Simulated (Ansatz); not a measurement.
Cost and result up the ladder for Ga₆P₄F₆ (16 atoms). The state is a singlet with charge 0. Geometry: PBE-D4/def2-SVP.

```
atom   x (Å)   y (Å)   z (Å)
  P1  -0.095  -0.656   0.513
  P2  -2.002  -0.146  -0.655
  P3   1.277   0.936  -0.335
  P4  -0.156  -0.095   2.714
 Ga5   1.289  -0.268  -2.943
 Ga6  -0.988   2.017  -0.441
 Ga7  -0.649  -3.343  -2.567
 Ga8   1.461  -2.880   0.063
 Ga9  -1.347   1.911   1.999
Ga10   1.650   1.177   1.946
 F11   1.297  -2.146  -2.103
 F12  -1.166   3.375  -1.581
 F13  -1.189  -0.829  -2.077
 F14  -0.191  -3.825  -0.697
 F15  -2.136   2.764   3.346
 F16   2.945   2.009   2.818
```

Ansatz on 2 threads of AMD EPYC 7R13 on a shared host and a share (18 GiB) of an NVIDIA H100 80GB HBM3. Times are rough, and most runs start from the orbitals of an earlier one. r2SCAN0-D4/def2-TZVP serves as the yardstick here, not as an exact answer. Differences are given only for rows in sets of like size (and for xTB, whose basis is part of the method), since another set adds its own error. Binding counts from free atoms at the same level (P quartet, Ga doublet, F doublet; other spins of the atoms weren't run), without zero-point energy or a counterpoise term.

Correlated methods freeze 80 core orbitals; core or outer-core shells of Ga are correlated, in sets that lack core-valence functions. The rows differ in basis, and correlated rows in double-zeta sets carry the largest basis error. Single mean-field runs in def2-TZVP are fitted with def2-universal-jkfit.

Correlated methods converge slowly with the basis, most of all in double-zeta sets.

```tsv
level	functions	wall time	binding energy per atom (eV)	difference from r2SCAN0-D4/def2-TZVP (eV)
PBE-D4/def2-SVP	348	6 s	3.50	–
MP2/def2-SVP	348	6.5 s	3.12	–
LDA (SPW92)/def2-TZVP	622	7.5 s	3.99	0.83
PBE0-D4/def2-SVP	348	8 s	3.30	–
PBE-D4/def2-TZVP (with forces)	622	8.5 s	3.45	0.28
r2SCAN-D4/def2-TZVP	622	8.5 s	3.31	0.15
r2SCAN0-D4/def2-TZVP	622	8.5 s	3.16	0.00
PBE-QIDH/def2-TZVP	622	9.5 s	3.22	0.06
RPA@PBE/def2-SVP	348	11 s	2.73	–
PBE0-D4/def2-TZVP (with forces)	622	12 s	3.28	0.11
```
